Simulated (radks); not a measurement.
Results of a calculation; reference values are marked as such.
Problem. These are the eigenvalues of the occupied orbitals of an atom or ion with whole-number occupations (hartree). Code: a radial shooting solver on a logarithmic mesh with Libxc functionals. Model: non-relativistic Kohn-Sham, PBE, spin-polarised, spherical densities, point nucleus.

orbital  eigenvalue
1s up     -167.5826
1s down   -167.2838
2s up     -33.42365
2s down   -32.85553
2p up     -31.47731

Which element is it, and in what charge state? The configuration may be excited. Open shells, if any, are filled with parallel spins first.

Solution. Z = 20, calcium, charge +14: Ca14+ in [He] 2s2 2p2. The list shows which subshells hold electrons but not how many an open one holds; the 1s level, -167.58 hartree, gives Z - s = 18.3 by -(Z - s)^2/2, which with screening narrows Z to a few neighbours, and the depths of the outer levels then fix element, charge and occupations together.
